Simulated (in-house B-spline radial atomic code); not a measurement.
Inner levels of silver as electrons are removed. A shift is the extra binding of the orbital against the neutral atom ([Kr] 4d10 5s1). The density at the nucleus is averaged over the nuclear charge. Computed with a B-spline radial code for spherical atoms: Dirac-Hartree-Fock, average of the configuration, finite nuclei.

```
 ion  configuration  shift of 2s1/2 (eV)  shift of 2p3/2 (eV)  shift of 3d3/2 (eV)  radius of 2s1/2 (bohr)  radius of 2p3/2 (bohr)  radius of 3d3/2 (bohr)  Σ<r²> (bohr²)  change of density at nucleus (bohr⁻³)
  Ag  [Kr] 4d10 5s1                    0                    0                    0                 0.13432                 0.11924                 0.34258         49.157                                      -
 Ag+      [Kr] 4d10                    ?                    ?                    ?                       ?                       ?                       ?              ?                                      ?
Ag2+       [Kr] 4d9               23.073               23.086               23.049                 0.13432                 0.11924                 0.34283         29.611                                 -9.159
Ag3+       [Kr] 4d8                    ?                    ?                    ?                       ?                       ?                       ?              ?                                      ?
Ag4+       [Kr] 4d7                    ?                    ?                    ?                       ?                       ?                       ?              ?                                      ?
Ag5+       [Kr] 4d6               79.935               79.906               79.025                 0.13432                 0.11923                 0.34261         20.303                                  15.32
Ag6+       [Kr] 4d5               102.16               102.12               100.68                 0.13432                 0.11923                 0.34243         18.055                                 27.186
Ag7+       [Kr] 4d4               125.86               125.81               123.67                 0.13431                 0.11922                 0.34219         16.064                                 40.794
Ag8+       [Kr] 4d3                  151               150.93               147.92                 0.13431                 0.11921                 0.34188         14.279                                 56.094
Ag9+       [Kr] 4d2               177.51               177.44               173.39                  0.1343                 0.11921                 0.34151         12.664                                 73.045
```

(1) Fill in the row of Ag+.

(2) Fill in the row of Ag3+.

(3) Fill in the row of Ag4+.

Results:

(1) shift of 2s1/2 (eV): 7.951; shift of 2p3/2 (eV): 7.9741; shift of 3d3/2 (eV): 7.9957; radius of 2s1/2 (bohr): 0.13432; radius of 2p3/2 (bohr): 0.11924; radius of 3d3/2 (bohr): 0.34258; Σ<r²> (bohr²): 34.395; change of density at nucleus (bohr⁻³): -13.333.

(2) shift of 2s1/2 (eV): 40.262; shift of 2p3/2 (eV): 40.261; shift of 3d3/2 (eV): 40.066; radius of 2s1/2 (bohr): 0.13432; radius of 2p3/2 (bohr): 0.11924; radius of 3d3/2 (bohr): 0.34281; Σ<r²> (bohr²): 25.916; change of density at nucleus (bohr⁻³): -2.931.

(3) shift of 2s1/2 (eV): 59.267; shift of 2p3/2 (eV): 59.253; shift of 3d3/2 (eV): 58.781; radius of 2s1/2 (bohr): 0.13432; radius of 2p3/2 (bohr): 0.11923; radius of 3d3/2 (bohr): 0.34273; Σ<r²> (bohr²): 22.883; change of density at nucleus (bohr⁻³): 5.256.
